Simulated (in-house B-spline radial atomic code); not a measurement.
## RPA and G0W0 on LC-wPBE: Rb⁺

Configuration [Ar] 3d10 4s2 4p6, mean-field start LC-wPBE. Computed with an all-electron radial atomic-structure program (B-spline basis): all electrons, non-relativistic, point nucleus, each spin shell either full or empty, empty states to l = 9 with an (l + 1/2)⁻⁴ tail; G0W0 by contour deformation at full frequency.

Without relativity these are model numbers: it shifts the levels of so heavy an element strongly and can reorder them.

Command:
```bash
python run_gw.py task.json out
```
Settings (radii: box in bohr, nucleus in fm):
```
Z                        37
electrons                36
configuration            [Ar] 3d10 4s2 4p6
hamiltonian              nr
method                   lc_wpbe
lmax                     9
spin_polarised           False
box_radius               23.78
intervals                54
```

Cost of the run: 1.2 s on 1 thread of AMD EPYC 9R45 96-Core Processor, with other jobs on the host.

Energies (hartree):

| term | value |
| --- | --- |
| mean-field total | -2939.60221 |
| Hartree-Fock functional on these orbitals | -2938.19795 |
| direct second order | -2.8897 |
| second-order exchange | 0.82748 |
| SOSEX correction | 0.76949 |

(1) What is the RPA correlation energy, and what remains with SOSEX?

Quasi-particle levels (eV):

| level | occupied | mean field | Σx - vxc | Σc | QP weight | G0W0 |
| --- | --- | --- | --- | --- | --- | --- |
| 4p | yes | -26.358 | -0.96 | ? | ? | ? |
| 5s | no | -3.895 | 0.19 | -0.38 | 0.992 | -4.079 |

G0W0 = mean field + (Σx - vxc) + Σc, with Σc (partial-wave tail included) taken at the quasi-particle energy. Only the outer levels were computed. Levels of low weight are left out.

(2) Where does G0W0 put 4p?

Results:

(1) RPA gives -2.5463 hartree (-1.92 eV per electron); RPA + SOSEX gives -1.7768, and the second-order doubles -2.0622 hartree (no singles). SOSEX takes back 30 % of the RPA value.

(2) At -27.829 eV, with Σc = -0.51 eV and a quasi-particle weight of 0.947. The tabulated removal energy is 27.290 eV (NIST, measured); the calculation leaves out relativity, Breit and QED terms, and what these don't explain is the method's own error.
